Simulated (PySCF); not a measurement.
## Spinor energies of Os³⁺ (osmium, charge +3)

Start: [Xe] 4f14 5d5; 5d3/2 filled at m_j = -3/2, -1/2, +1/2, +3/2; 5d5/2 filled at m_j = +5/2. Calculated with PySCF 2.14 in x2c-QZVPPall-2c (16s16p12d7f2g, 191 functions): generalised Hartree-Fock with the X2C-1e Hamiltonian and a Gaussian nucleus; one run each with spin-orbit coupling (SO) switched off, then screened by Boettger's factors.

| spinor shell | electrons | ε, spin-free (eV) | ε, screened SO (eV) | weight of nominal j (screened SO) | rms radius, screened SO (bohr) |
| --- | --- | --- | --- | --- | --- |
| 1s1/2 | 2 | -74310.7 | -74286.1 | 1.000 | 0.0201 |
| 2s1/2 | 2 | -13113.7 | -13105.9 | 1.000 | 0.0809 |
| 2p1/2 | 2 | -11429.3 | -12527.3 | 1.000 | 0.0687 |
| 2p3/2 | 4 | -11429.3 | -10990.0 | 1.000 | 0.0763 |
| 3s1/2 | 2 | -3140.2 | -3137.8 | 1.000 | 0.207 |
| 3p1/2 | 2 | -2637.3 | -2879.5 | 1.000 | 0.198 |
| 3p3/2 | 4 | -2637.3 | -2538.7 | 1.000 | 0.214 |
| 3d3/2 | 4 | -2068.2 | -2111.2 | 1.000 | 0.188 |
| 3d5/2 | 6 | -2068.2 | -2037.6 | 1.000 | 0.192 |
| 4s1/2 | 2 | -721.12 | -720.34 | 1.000 | 0.459 |
| 4p1/2 | 2 | -553.24 | -610.79 | 1.000 | 0.466 |
| 4p3/2 | 4 | -553.24 | -529.65 | 1.000 | 0.499 |
| 4d3/2 | 4 | -340.49 | -349.54 | 0.999 | 0.519 |
| 4d5/2 | 6 | -340.49 | -333.87 | 0.999 | 0.531 |
| 5s1/2 | 2 | -138.32 | -138.13 | 1.000 | 1.08 |
| 5p1/2 | 2 | -92.272 | -103.36 | 0.919 | 1.19 |
| 4f5/2 | 6 | -101.94 | -103.40 | 0.988 | 0.606 |
| 5p3/2 | 4 | -92.272 | -87.523 | 0.959 | 1.26 |
| 5d3/2 | 4 | -42.946 | -43.050 | 0.620 | 1.69 |
| 5d5/2 | 1 | -42.946 | -42.241 | 1.000 | 1.72 |

Q: Where does 4f7/2 lie, and what is the 4f spin-orbit splitting (screened SO)?

A: At -100.25 eV, 3.149 eV above 4f5/2.

```tsv
quantity	spin-free	screened SO
E (hartree)	-17239.46984	-17262.27457
M_J	5/2	5/2
⟨J²⟩	8.755	8.756
⟨L²⟩	0.000	0.294
⟨S²⟩	8.755	8.544
```

Each row is a mean over spinors that exchange with the open shell spreads, by up to 9.653 eV (5p3/2).

Rows whose weight is well below 1 are mixtures of j = l ± 1/2: exchange outweighs spin-orbit coupling there, and the label is only the starting occupation.

Breit and QED terms are absent; they matter most for the inner s and p1/2 levels.

Densities and radii are taken from the X2C orbitals without a picture-change correction, which distorts them close to the nucleus.

Without spin-orbit coupling the j labels of p, d and f shells carry no meaning; the spin-free column gives the mean over the occupied spinors of each nl shell.
